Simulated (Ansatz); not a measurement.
`O[Si](O)F` radical, charge 0, multiplicity 2.

(1) Give a relaxed structure at PBE0-D4/def2-TZVP (Ansatz 0.2.0). (Best estimate.)

## Answers

(1) Computed: 
Z-matrix (Å, degrees):
```
Si
O 1 1.639
F 1 1.594 2 111.3
O 1 1.630 2 107.8 3 115.2
H 2 0.959 1 117.8 3 72.2
H 4 0.959 1 117.1 2 45.2
```
